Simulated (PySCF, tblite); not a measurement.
Species: C5H11ClOSi2.
Cartesian coordinates in Å at the GFN2-xTB level; atoms count from 1:
```xyz
20
C5H11ClOSi2 angstrom
Si     2.5893    1.3047   -0.5576
O      1.0462    0.7915   -0.5605
C      0.2377    0.4394    0.5337
C      0.5641   -0.9207    1.0821
C     -0.5081   -1.6924    1.1557
C     -1.7338   -0.9598    0.7302
Cl    -2.6661   -0.5342    2.2279
C     -1.2013    0.2843    0.0389
Si    -1.0826    0.0638   -1.8589
H      2.7283    2.4638    0.3299
H      2.7359    1.6153   -1.9690
H      3.5052    0.2578   -0.0922
H      0.3499    1.2006    1.3201
H      1.5717   -1.1848    1.3485
H     -0.5530   -2.6993    1.5324
H     -2.4313   -1.5489    0.1350
H     -1.8091    1.1570    0.2749
H     -0.7278    1.3246   -2.4961
H     -2.4392   -0.3155   -2.2830
H     -0.1811   -1.0364   -2.1849
```

Method: PBE0/pcSseg-1 in PySCF (dipole) on a GFN2-xTB geometry, gas phase.

Masses are those of the commonest isotopes; rigid-rotor values at the optimised geometry. The values belong to one conformer with, in the numbering `[SiH3:1][O:2][C@@H:3]1[CH:4]=[CH:5][C@@H:6]([Cl:7])[C@@H:8]1[SiH3:9]`, Si1–O2–C3–C4 -77°, O2–C3–C4–C5 -127°, C4–C5–C6–Cl7 -104°, C5–C6–C8–Si9 95°, O2–C3–C8–C6 138°.

(1) Give the principal moments of inertia and the rotational constants in cm⁻¹.

(2) Classify the top.

(3) Is it planar, by Δ = Ic − Ia − Ib?

(4) Give the other two planar moments, Paa and Pbb, and the rms extents of the mass along the axes.

(5) Which types of transition are allowed, and where do some lines up to J = 2 fall?

(6) Estimate the classical rotational partition function at 10 K, 100 K and 200 K.

## Answers

(1) Ia = 298.17, Ib = 836.31, Ic = 995.33 u·Å²; 505379 MHz·u·Å²/I gives 1695, 604.3 and 507.8 MHz, that is A = 0.05654, B = 0.02016, C = 0.01694 cm⁻¹.

(2) An asymmetric top. Ray's parameter κ = (2B − A − C)/(A − C) = -0.837; −1 is the prolate and +1 the oblate limit.

(3) Not planar: Δ = Ic − Ia − Ib = -139.15 u·Å². For a rigid frame Δ = −2 Σ m c², so Σ m c² = 69.58 u·Å² lies off the ab plane: 17.35 from hydrogen and 52.22 from heavier atoms. The atom farthest from that plane is 2.19 Å away.

(4) Paa = Σ m a² = (Ib + Ic − Ia)/2 = 766.74 and Pbb = Σ m b² = (Ia + Ic − Ib)/2 = 228.59 u·Å². With the mass M = 178.00 u, the rms extents √(P/M) along a, b and c are 2.08, 1.13, 0.63 Å.

(5) The dipole components are |μa| = 1.88 D, |μb| = 0.89 D, |μc| = 0.72 D. The squared components, which scale the intensities, stand as 1.00 : 0.22 : 0.15 (a : b : c). Some lines, for components of 0.1 D or more:

```json
{"type": "c", "branch": "Q", "J(Ka,Kc)": "2(1,2) ← 2(0,2)", "MHz": "1000", "lower level (cm⁻¹)": "0.111"}
{"type": "c", "branch": "Q", "J(Ka,Kc)": "1(1,1) ← 1(0,1)", "MHz": "1091", "lower level (cm⁻¹)": "0.037"}
{"type": "a", "branch": "R", "J(Ka,Kc)": "1(0,1) ← 0(0,0)", "MHz": "1112", "lower level (cm⁻¹)": "0.000"}
{"type": "b", "branch": "R", "J(Ka,Kc)": "2(0,2) ← 1(1,1)", "MHz": "1127", "lower level (cm⁻¹)": "0.073"}
{"type": "b", "branch": "Q", "J(Ka,Kc)": "1(1,0) ← 1(0,1)", "MHz": "1187", "lower level (cm⁻¹)": "0.037"}
{"type": "b", "branch": "Q", "J(Ka,Kc)": "2(1,1) ← 2(0,2)", "MHz": "1290", "lower level (cm⁻¹)": "0.111"}
{"type": "a", "branch": "R", "J(Ka,Kc)": "2(1,2) ← 1(1,1)", "MHz": "2128", "lower level (cm⁻¹)": "0.073"}
{"type": "b", "branch": "R", "J(Ka,Kc)": "1(1,1) ← 0(0,0)", "MHz": "2203", "lower level (cm⁻¹)": "0.000"}
{"type": "a", "branch": "R", "J(Ka,Kc)": "2(0,2) ← 1(0,1)", "MHz": "2218", "lower level (cm⁻¹)": "0.037"}
{"type": "c", "branch": "R", "J(Ka,Kc)": "1(1,0) ← 0(0,0)", "MHz": "2299", "lower level (cm⁻¹)": "0.000"}
{"type": "a", "branch": "R", "J(Ka,Kc)": "2(1,1) ← 1(1,0)", "MHz": "2321", "lower level (cm⁻¹)": "0.077"}
{"type": "b", "branch": "R", "J(Ka,Kc)": "2(1,2) ← 1(0,1)", "MHz": "3218", "lower level (cm⁻¹)": "0.037"}
{"type": "c", "branch": "Q", "J(Ka,Kc)": "2(2,1) ← 2(1,1)", "MHz": "3272", "lower level (cm⁻¹)": "0.154"}
{"type": "b", "branch": "Q", "J(Ka,Kc)": "2(2,0) ← 2(1,1)", "MHz": "3278", "lower level (cm⁻¹)": "0.154"}
{"type": "c", "branch": "R", "J(Ka,Kc)": "2(1,1) ← 1(0,1)", "MHz": "3508", "lower level (cm⁻¹)": "0.037"}
{"type": "b", "branch": "Q", "J(Ka,Kc)": "2(2,1) ← 2(1,2)", "MHz": "3562", "lower level (cm⁻¹)": "0.144"}
{"type": "b", "branch": "R", "J(Ka,Kc)": "2(2,1) ← 1(1,0)", "MHz": "5593", "lower level (cm⁻¹)": "0.077"}
{"type": "c", "branch": "R", "J(Ka,Kc)": "2(2,0) ← 1(1,0)", "MHz": "5599", "lower level (cm⁻¹)": "0.077"}
{"type": "c", "branch": "R", "J(Ka,Kc)": "2(2,1) ← 1(1,1)", "MHz": "5689", "lower level (cm⁻¹)": "0.073"}
{"type": "b", "branch": "R", "J(Ka,Kc)": "2(2,0) ← 1(1,1)", "MHz": "5695", "lower level (cm⁻¹)": "0.073"}
```

(6) Point group C1, symmetry number σ = 1; q = (√π/σ)·√((kT/h)³/(ABC)), k/h = 20836.6 MHz/K: 7390 at 10 K, 234000 at 100 K, 661000 at 200 K.

Its GFN2-xTB frequencies are all real (lowest 36 cm⁻¹). No vibrational averaging or centrifugal distortion is included, and the geometry carries the error of its method. A rigid rotor knows nothing of internal rotation, which can split or shift real lines. Quadrupole hyperfine structure (35Cl) is left out.
